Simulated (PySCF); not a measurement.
System: C4H5GeS, net charge -1, singlet state. It need not be the lowest isomer of its formula. Whether it binds its extra electron was not tested at this geometry. 
Structure (B3LYP-D3(BJ)/def2-TZVP (Ansatz) minimum search):
SMILES: [GeH3][c]1[c-]ccs1
```xyz
11

Ge     1.6909     0.1682     0.2938
C     -0.2151     0.1987     0.1297
C     -1.0557     1.0906     0.7242
C     -2.4041     0.7576     0.3390
C     -2.5581    -0.3222    -0.4960
S     -1.0543    -1.0477    -0.8990
H      2.3328    -0.9938    -0.5253
H      2.1938    -0.0236     1.7519
H      2.3864     1.4644    -0.2080
H     -3.2759     1.3147     0.6763
H     -3.4789    -0.7283    -0.8947
```
Charge -1, spin multiplicity 1.

Dispersion corrections to the total energy (kcal/mol) from the dftd3 and dftd4 libraries through PySCF: D3(BJ) without and D4 with the three-body term, each with the damping fitted for the functional named.

```csv
functional,D3(BJ),D4
BLYP,-16.66,-19.20
TPSSh,___,-10.67
r2SCAN,-2.10,-2.11
CAM-B3LYP,___,-7.57
PBE0,-6.69,-7.40
TPSS,___,-11.79
PW6B95,-4.40,-7.49
```

**Question.** Complete the blanks.

**Answer.** 
- TPSSh, D3(BJ): -8.97
- CAM-B3LYP, D3(BJ): -6.47
- TPSS, D3(BJ): -9.65
